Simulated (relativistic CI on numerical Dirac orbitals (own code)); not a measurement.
**Radial parameters of Gd XXVII**

Calculated at this level of theory: Dirac-Coulomb-Breit CI, KLI orbitals optimised for each configuration, a model potential for QED, unscaled Slater integrals (own radial code, finite nucleus).

Slater integrals F^k, G^k are unscaled and averaged over j, outside the closed core [Ar] 3d10; ζ comes from projecting the Hamiltonian with its Breit term on Σ l·s of the shell.

- 4s2 4p6 4d2: F^2(4d,4d) = 188430, F^4(4d,4d) = 128220, ζ(4d) = 26115 cm⁻¹; <r>(4d) = 0.5354, <r^2>(4d) = 0.3273 (bohr units).
- 4s2 4p5 4d3: ζ(4p) = 214460, F^2(4d,4d) = 188400, F^4(4d,4d) = 128200, F^2(4p,4d) = 190900, G^1(4p,4d) = 238740, G^3(4p,4d) = 152470, ζ(4d) = 26002 cm⁻¹; <r>(4p) = 0.5263, <r^2>(4p) = 0.313, <r>(4d) = 0.5354, <r^2>(4d) = 0.3273 (bohr units).
- 4s2 4p6 4d 4f: ζ(4d) = 26102, F^2(4d,4f) = 188150, F^4(4d,4f) = 123140, G^1(4d,4f) = 200570, G^3(4d,4f) = 136660, G^5(4d,4f) = 99960, ζ(4f) = 3571 cm⁻¹; <r>(4d) = 0.5358, <r^2>(4d) = 0.3278, <r>(4f) = 0.5176, <r^2>(4f) = 0.3046 (bohr units).

(1) Give the Racah parameters of the d shell in 4s2 4p6 4d2.

Averages of the first 10 configurations, taken without configuration mixing, which lowers the lowest level and can move excited configurations by several eV; other configurations of the list can lie among them:

```tsv
Configuration	Parity	States	Average energy above the lowest level (eV)
4s2 4p6 4d2	even	45	14.8
4s2 4p5 4d3	odd	720	157.5
4s2 4p6 4d 4f	odd	140	167.4
4s 4p6 4d3	even	240	268.1
4s2 4p5 4d2 4f	even	3780	308.1
4s 4p6 4d2 4f	odd	1260	419.0
4s2 4p6 4d 5s	even	20	288.3
4s2 4p6 4f 5s	odd	28	441.0
4s2 4p6 4d 5p	odd	60	332.5
4s2 4p6 4f2	even	91	321.8
```

Answers

(1) B = F²/49 − 5F⁴/441 = 2392 cm⁻¹ and C = 35F⁴/441 = 10176 cm⁻¹.
